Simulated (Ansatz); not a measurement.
Abridged output of a molecular run in Ansatz:

```
Functional definition: HF
1454 factors; integrals over basis functions are off by at most 1.2e-3 eV
mean field evaluation 1: about -20567.0288 eV, gradient 3.4e1 eV
mean field evaluation 2: about -20567.3453 eV, gradient 3.4e1 eV
mean field evaluation 4: about -20570.8422 eV, gradient 5.1e0 eV
mean field evaluation 8: about -20570.9452 eV, gradient 4.7e-1 eV
mean field -20570.94686186 eV, -755.9683536849 hartree, gradient 1.6e-6 eV, S^2 0.000000; 0 other end points of the search recorded, 0 dependent functions left out
13 core orbitals not correlated: weight in the atoms' cores, before any rotation towards them, 1.000 or more for the frozen orbitals, at most 0.000 for the correlated occupied ones
reference -20570.94686186 eV, -755.9683536849 hartree; 13, 13 occupied and 221, 221 virtual orbitals, 1454 factors
second order -19.72674133 eV of doubles, -0.00000000 eV of singles
cycle   1  -20.11480822 eV  change   -3.9e-1 eV  update   1.2e-1
cycle   2  -20.75299541 eV  change   -6.4e-1 eV  update   3.6e-2
cycle   3  -20.88636481 eV  change   -1.3e-1 eV  update   1.7e-2
cycle   4  -20.88211127 eV  change    4.3e-3 eV  update   4.7e-3
cycle   5  -20.88288682 eV  change   -7.8e-4 eV  update   2.2e-3
cycle   6  -20.88308254 eV  change   -2.0e-4 eV  update   6.8e-4
cycle   7  -20.88291072 eV  change    1.7e-4 eV  update   2.9e-4
cycle   8  -20.88289517 eV  change    1.6e-5 eV  update   1.3e-4
cycle   9  -20.88291194 eV  change   -1.7e-5 eV  update   5.6e-5
cycle  10  -20.88289233 eV  change    2.0e-5 eV  update   2.1e-5
perturbative correction -1.04161380 eV, -0.0382786013 hartree
Total energy: -20592.87136800 eV, -756.7740644244 hartree
```

Its atoms:

Cartesian coordinates in Å:
```
C -1.996 -0.794 -1.166
S -1.916 -0.288 0.569
C -0.312 0.127 0.712
C 0.858 0.446 0.871
Al 2.668 0.935 1.110
H -1.337 -1.641 -1.343
H -1.733 0.039 -1.815
H -3.031 -1.088 -1.346
H 3.654 0.819 -0.122
H 3.145 1.446 2.529
```

Q: Which basis set was used?
A. cc-pV(Q+d)Z
B. def2-SVPD
C. def2-TZVPP
D. cc-pV(D+d)Z

A: C. It gives 247 functions.

Q: Write the keys of the input that set method, charge and spin (a neutral closed shell needs none for the last two).

A: 
```yaml
correlation: {method: ccsd_t}
```
